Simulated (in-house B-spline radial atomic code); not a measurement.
Radial electron density of the calcium ion Ca²⁺, [Ne] 3s2 3p5 3d1. Level of theory: non-relativistic PBE0, spin-polarised, spherical fractional occupations, point nucleus, inside a hard spherical wall at 1.67 bohr; calculated with an all-electron radial atomic-structure program (B-spline basis).

Caution: exact exchange at fractional occupations of open shells leaves self-interaction of up to several eV.

Columns: r (bohr), 4πr²n(r) (electrons per bohr), bar.

```
 0.00302   0.5424 #
 0.00354   0.7299 #
 0.00414   0.9746 ##
 0.00485      1.3 ##
 0.00568    1.725 ###
 0.00665    2.274 ####
 0.00779    2.982 #####
 0.00912    3.876 #######
  0.0107    5.009 #########
  0.0125    6.362 ###########
  0.0146    7.982 ##############
  0.0171    9.912 #################
  0.0201    12.16 #####################
  0.0235    14.52 #########################
  0.0275    16.98 ##############################
  0.0322    19.35 ##################################
  0.0378    21.42 #####################################
  0.0442    22.87 ########################################
  0.0518    23.52 #########################################
  0.0606    23.24 ########################################
   0.071    22.07 ######################################
  0.0832    20.33 ###################################
  0.0974    18.57 ################################
   0.114    17.47 ##############################
   0.134     17.6 ###############################
   0.156    19.05 #################################
   0.183    21.57 ######################################
   0.214    24.03 ##########################################
   0.251    25.25 ############################################
   0.294     24.2 ##########################################
   0.344    20.81 ####################################
   0.403    15.96 ############################
   0.472    11.39 ####################
   0.553     8.76 ###############
   0.648    8.712 ###############
   0.758    10.39 ##################
   0.888    11.87 #####################
    1.04    11.17 ###################
    1.22      7.5 #############
    1.43    2.521 ####
    1.65  0.01855
```

On this grid the curve has 3 maxima, near 0.0518, 0.251, 0.888 bohr.

The 3p down radial function P(r) = rR(r), positive near the nucleus:

| r (bohr) | P |
| --- | --- |
| 0.00354 | 0.001385 |
| 0.00485 | 0.002566 |
| 0.00665 | 0.004739 |
| 0.00912 | 0.008696 |
| 0.0125 | 0.0158 |
| 0.0171 | 0.02824 |
| 0.0235 | 0.05007 |
| 0.0322 | 0.08631 |
| 0.0442 | 0.1446 |
| 0.0606 | 0.2319 |
| 0.0832 | 0.3516 |
| 0.114 | 0.4909 |
| 0.156 | 0.6118 |
| 0.214 | 0.6418 |
| 0.294 | 0.4822 |
| 0.403 | 0.07602 |
| 0.553 | -0.5158 |
| 0.758 | -1.054 |
| 1.04 | -1.182 |
| 1.43 | -0.571 |
